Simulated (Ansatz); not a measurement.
Program: Ansatz. Geometries: PBE0-D4/def2-TZVP. ΔE: electronic, gas phase. CCSD(T)/CBS is the MP2 limit (def2-TZVPP, def2-QZVPP) plus CCSD(T) − MP2 in def2-TZVPP, frozen cores. This one scheme is used for every species. DFT in def2-TZVPP. B3LYP here is the variant with VWN-RPA as its local correlation; programs differ in this. HSE06 is defined as in plane-wave codes. For Br outer-core shells are correlated without core-valence functions, which leaves a few kJ/mol of doubt a bond. Scalar relativity is left out up to krypton. Each species was taken in one conformer, which may not be the lowest.

Reaction (ligand exchange at a B–Br bond): `O[SiH2]B(F)Br` + H–F → `O[SiH2]B(F)F` + HBr

```tsv
level	ΔE (kJ/mol)	difference from CCSD(T)/CBS
LDA (SPW92)	-67.5	-5.3
PBE-D4	-61.6	0.6
revPBE-D4	-57.9	4.3
BLYP-D4	-70.6	-8.4
r2SCAN-D4	-69.2	-7.0
B97M-V	-75.4	-13.2
PBE0-D4	-63.7	-1.5
B3LYP-D4	-72.6	-10.4
r2SCANh-D4	-69.2	-7.0
r2SCAN0-D4	-69.3	-7.1
HSE06-D4	-63.4	-1.2
BHLYP-D4	-76.2	-14.0
CAM-B3LYP-D4	-81.3	-19.1
ωB97X-V	-73.8	-11.6
ωB97M-V	-72.6	-10.4
B2PLYP	-75.2	-13.0
PBE-QIDH	-66.1	-3.9
PBE	-66.3	-4.1
revPBE	-66.8	-4.6
BLYP	-80.4	-18.2
r2SCAN	-70.2	-8.0
r2SCAN0	-70.7	-8.5
HSE06	-67.5	-5.3
BHLYP	-84.1	-21.9
CAM-B3LYP	-85.8	-23.6
LC-ωPBE	-76.2	-14.0
RPA@PBE/def2-TZVPP	-71.3	-9.1
HF/def2-SVP	-99.5	-37.3
CCSD(T)/def2-SVP	-88.4	-26.2
HF/def2-TZVPP	-91.7	-29.5
MP2/def2-TZVPP	-62.1	0.1
SCS-MP2/def2-TZVPP	-69.8	-7.6
CCSD/def2-TZVPP	-73.6	-11.4
CCSD(T)/def2-TZVPP	-69.5	-7.3
HF/def2-QZVPP	-92.6	-30.4
MP2/def2-QZVPP	-58.2	4.0
SCS-MP2/def2-QZVPP	-66.3	-4.1
HF/CBS(def2)	-92.8	-30.6
MP2/CBS(def2)	-54.8	7.4
CCSD/CBS(def2)	-66.3	-4.1
CCSD(T)/CBS	-62.2	0
```

Largest T1 diagnostic among the species: 0.013.

In def2-TZVPP, CCSD(T) changes the Hartree–Fock value by +22.2 kJ/mol (the triples alone add +4.1 kJ/mol) and MP2 by +29.6 kJ/mol. Leaving LDA and LC-ωPBE aside and taking each functional with its dispersion term where it has one, the values spread over 23.3 kJ/mol, from CAM-B3LYP-D4 to revPBE-D4.
